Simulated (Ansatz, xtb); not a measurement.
Relative energy of two structures of ClGa2H4N

Structure I: a singlet given by its coordinates. Structure II: a singlet given by its coordinates. Both are isolated molecules in the gas phase, relaxed with B3LYP/6-31G*.

I (Å):

```xyz
8

Cl   -2.1174   -1.2915    2.5257
Ga   -1.0276   -0.4210    0.8159
Ga    1.3934   -0.1263    1.4037
N     0.3951   -1.7474    0.3116
H    -1.8160    0.3467   -0.2963
H     0.5883   -1.8834   -0.6808
H     0.3266   -2.6634    0.7557
H     2.9351   -0.5405    1.5809
```

Close contacts (Å): Cl1–Ga2 2.21, Ga2–Ga3 2.51, Ga2–N4 2.01, Ga3–N4 2.19, Ga2–H5 1.56, Ga3–H8 1.61, N4–H6 1.02, N4–H7 1.02.

II (Å):

```xyz
8

Cl   -0.4592   -1.8461   -2.2872
Ga    1.4273   -0.5843   -3.5229
Ga   -0.1972   -0.1245   -0.6324
N     1.2525    0.6962   -1.7539
H     1.0273    1.6553   -2.0243
H     2.1416    0.7411   -1.2526
H    -1.5023    0.7480   -0.7069
H     0.4228   -0.8287    0.6286
```

Close contacts (Å): Cl1–Ga2 2.58, Cl1–Ga3 2.40, Ga2–N4 2.19, Ga3–N4 2.01, Ga3–H7 1.57, Ga3–H8 1.57, N4–H5 1.02, N4–H6 1.02.

Estimate which is lower in electronic energy at CCSD(T)/def2-SVP + ΔMP2/def2-TZVPP, and by roughly how much.

The CCSD(T)/def2-SVP + ΔMP2/def2-TZVPP calculation puts structure II lower, by 24.7 kcal/mol.

Level by level:

```tsv
level	geometry	E(II) − E(I) (kcal/mol)	departure from the last row (kcal/mol)	job, with rough time for the two
B3LYP/6-31G*	B3LYP/6-31G*	−28.4	−3.7	optimisation, 39 s
HF/def2-SVP	B3LYP/6-31G*	−28.3	−3.6	part of the CCSD(T) run
MP2/def2-SVP	B3LYP/6-31G*	−25.7	−1.0	part of the CCSD(T) run
CCSD(T)/def2-SVP	B3LYP/6-31G*	−27.0	−2.4	single point
CCSD(T)/def2-SVP + ΔMP2/def2-TZVPP	B3LYP/6-31G*	−24.7		single point, 26 s
```

The levels shown agree on the order. The largest departure from CCSD(T)/def2-SVP + ΔMP2/def2-TZVPP is that of B3LYP/6-31G*, 3.7 kcal/mol. Levels run at GFN2-xTB geometries aren't shown. The last row adds to CCSD(T) the change of the MP2 difference between the two basis sets, here +2.4 kcal/mol.

With harmonic frequencies from B3LYP/6-31G* (ideal gas, rigid rotor, one conformer each, 298.15 K, 1 atm): on the last row, ΔE + ΔZPE = −23.6 kcal/mol. A mode under 50 cm⁻¹ makes harmonic enthalpies and free energies unreliable, so none is given.

The correlated steps freeze 24 core orbitals; the filled d shell of Ga is correlated, in a basis made for valence electrons. Run with Ansatz 0.2.0; the last row on 2 threads of Intel(R) Xeon(R) 6975P-C (Granite Rapids) on a shared host.
